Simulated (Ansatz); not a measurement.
Consider the formal hydrolysis of a Cd–Br bond: `[Cl][Cd][Br]` + H₂O → `[OH][Cd][Cl]` + HBr.

Gas-phase electronic energies from Ansatz, PBE0-D4/def2-TZVP geometries. CBS: MP2 limit from def2 TZ/QZ plus the TZ coupled-cluster correction, frozen cores. This one scheme is used for every species. DFT in def2-TZVPP. B3LYP here is the variant with VWN-RPA as its local correlation; programs differ in this. Elements past krypton have def2 core potentials. For Br, Cd outer-core shells are correlated without core-valence functions, which leaves a few kJ/mol of doubt a bond. Scalar relativity is left out up to krypton. One conformer a species, not always the lowest.

`[Cl][Cd][Br]`:

Cartesian coordinates in Å:
```
Cl 0.819 -0.801 -2.008
Cd 0.015 -0.015 -0.037
Br -0.834 0.816 2.045
```

H₂O:

Z-matrix (Å, degrees):
```
O
H 1 0.960
H 1 0.960 2 105.1
```

`[OH][Cd][Cl]`:

```xyz
4

O    -1.130    0.268   -0.891
Cd    0.517   -0.128    0.096
Cl    2.484   -0.603    1.108
H    -1.871    0.462   -0.313
```

HBr:

Cartesian coordinates in Å:
```
Br -0.614 0.092 0.344
H 0.614 -0.092 -0.344
```

```
             level  ΔE (kJ/mol)  difference from CCSD(T)/CBS
         r2SCAN-D4        135.0                         -7.7
           PBE0-D4        144.5                          1.8
        r2SCAN0-D4        148.2                          5.5
           ωB97M-V        141.5                         -1.2
             B3LYP        134.6                         -8.1
           r2SCANh        140.3                         -2.4
           r2SCAN0        147.9                          5.2
RPA@PBE/def2-TZVPP        122.5                        -20.2
     CCSD/def2-SVP        142.5                         -0.2
SCS-MP2/def2-TZVPP        134.1                         -8.6
       CCSD(T)/CBS        142.7                            0
```

Largest T1 diagnostic among the species: 0.015.

At CCSD(T), def2-SVP lies −3.6 kJ/mol from the extrapolated value and def2-TZVPP −8.1 kJ/mol. In def2-TZVPP, CCSD(T) changes the Hartree–Fock value by −34.5 kJ/mol (the triples alone add −4.2 kJ/mol) and MP2 by −32.8 kJ/mol. From PBE to PBE0 (25 % exact exchange), in def2-TZVPP and without D4, ΔE moves by +15.6 kJ/mol.
